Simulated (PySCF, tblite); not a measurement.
Isomers of C2H9FSSi2, one GFN2-xTB conformer each. Single-point energies are computed at PBE0/pcSseg-1 (PySCF, gas phase, no added dispersion term), electronic only.

```json
{"SMILES": "C[SiH2][Si@@H](F)SC", "GFN2-xTB relative energy (kJ/mol)": "0.0"}
{"SMILES": "CSC[SiH2][SiH2]F", "GFN2-xTB relative energy (kJ/mol)": "68.1"}
{"SMILES": "CS[SiH2][C@H](F)[SiH3]", "GFN2-xTB relative energy (kJ/mol)": "169.1"}
```

Conformers: `[CH3:1][SiH2:2][Si@@H:3]([F:4])[S:5][CH3:6]` with C1–Si2–Si3–F4 61°, Si2–Si3–S5–C6 -165°; `[CH3:1][S:2][CH2:3][SiH2:4][SiH2:5][F:6]` with C1–S2–C3–Si4 -179°, S2–C3–Si4–Si5 60°, C3–Si4–Si5–F6 168°; `[CH3:1][S:2][SiH2:3][C@H:4]([F:5])[SiH3:6]` with C1–S2–Si3–C4 63°, S2–Si3–C4–F5 -67°.

Task: What does PBE0/pcSseg-1 give for the same structures?

Result: 
| SMILES | PBE0/pcSseg-1 E (Eh) | PBE0/pcSseg-1 (kJ/mol) | GFN2-xTB (kJ/mol) | point group |
| --- | --- | --- | --- | --- |
| C[SiH2][Si@@H](F)SC | -1158.09895 | 0.0 | 0.0 | C1 |
| CSC[SiH2][SiH2]F | -1158.05397 | 118.1 | 68.1 | C1 |
| CS[SiH2][C@H](F)[SiH3] | -1158.01015 | 233.2 | 169.1 | C1 |

Both levels put the same isomer lowest; measured from each level's own lowest isomer, the values differ by up to 64.1 kJ/mol (CS[SiH2][C@H](F)[SiH3]: 169.1 against 233.2). As drawn, the lowest has an Si–F bond and an Si–Si bond, which the highest lacks.

Task: Which frontier levels, dipoles and rotational constants go with these structures?

Result: 
```
                SMILES  HOMO (eV, PBE0/pcSseg-1)  LUMO (eV)  dipole (D)       A, B, C (MHz)
   C[SiH2][Si@@H](F)SC                     -6.98      -0.59        1.34  3857, 915.5, 785.4
      CSC[SiH2][SiH2]F                     -6.63      -0.88        3.25  4319, 723.7, 656.2
CS[SiH2][C@H](F)[SiH3]                     -6.84      -0.07        1.18  3809, 887.5, 765.0
```

Task: What happens when harmonic zero-point energies from GFN2-xTB frequencies are added?

Result: 
```tsv
SMILES	ZPE (kJ/mol)	electronic (kJ/mol)	with ZPE (kJ/mol)
C[SiH2][Si@@H](F)SC	269.6	0.0	0.0
CSC[SiH2][SiH2]F	262.2	118.1	110.7
CS[SiH2][C@H](F)[SiH3]	256.2	233.2	219.8
```

The zero-point energies span 13.4 kJ/mol. The order is unchanged.
